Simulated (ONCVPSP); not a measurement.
# Before and after: ONCV potential for titanium (Ti)

```
Element                 : Ti
Generator               : ONCVPSP 4.0.1
Type                    : optimised norm-conserving Vanderbilt (ONCV)
Functional              : PBE
Relativity              : scalar-relativistic
Frozen core             : [Ne]
Valence charge          : 12
Reference configuration : 3s2 3p6 3d2 4s1.75 4p0.25
Partial waves           : 3s+4s: rc 1.60 bohr, ncon 4, nbas 8, qcut 5.9 1/bohr, 2 projectors; 3p+4p: rc 2.20 bohr, ncon 4, nbas 7, qcut 5.2 1/bohr, 2 projectors; 3d: rc 2.15 bohr, ncon 3, nbas 8, qcut 6.4 1/bohr, 2 projectors, debl 3.2 Ha; f scattering state at 0.05 Ha: rc 2.35 bohr, ncon 4, nbas 7, qcut 5.5 1/bohr, 1 projector
Local potential         : polynomial inside 1.40 bohr (lpopt 5, dvloc0 4 Ha)
Core correction         : none
```

Change: p: rc 1.88.

Cutoffs: the cutoffs (Ha) at which the residual kinetic energy of the hardest occupied pseudo-wave falls to 1 and 0.1 mHa per electron; they do not see the model core or the augmentation charge, which bear on the density cutoff. Errors are all-electron minus pseudo energies relative to the spin-unpolarised reference configuration.

**Question.** How do hardness, ghosts and transferability respond?

**Answer.** The potential gets harder (17 Ha and 25 Ha → 20 Ha and 40 Ha); of the 4 tests that both files solve, the error grows in 0 and shrinks in 2 by more than 15 % and 0.3 meV (median size 5.6 → 2.6 meV); neither file shows a bound ghost. A smaller radius makes the pseudo-wave follow the all-electron one further in, where it bends more sharply, so more plane waves are needed.

```tsv
quantity	base	changed
cutoff, loose	17 Ha	20 Ha
cutoff, tight	25 Ha	40 Ha
loose cutoff by channel	s 13 Ha, p 12 Ha, d 17 Ha	s 13 Ha, p 20 Ha, d 17 Ha
bound ghosts	none	none
GHOST(+) flags under 300 eV	none	none
error for 3s2 3p6 3d2 4s2 4p0, meV [ΔE -0.75 eV]	0.0	0.0
error for 3s2 3p6 3d2 4s1 4p0, meV [ΔE 6.59 eV]	-0.6	-0.1
error for 3s2 3p6 3d2 4s0 4p0, meV [ΔE 20.16 eV]	-11	-5.1
error for 3s1 3p6 3d2 4s2 4p0, meV [ΔE 68.90 eV]	-454	-438
s: phases at 1.62 bohr within 0.05 rad from the reference energy up to (Ha; the scan ends near 5)	to the end of the scan	to the end of the scan
d: phases at 2.19 bohr within 0.05 rad from the reference energy up to (Ha; the scan ends near 5)	0.9	0.9
f: phases at 2.39 bohr within 0.05 rad from the reference energy up to (Ha; the scan ends near 5)	3.3	3.3
```
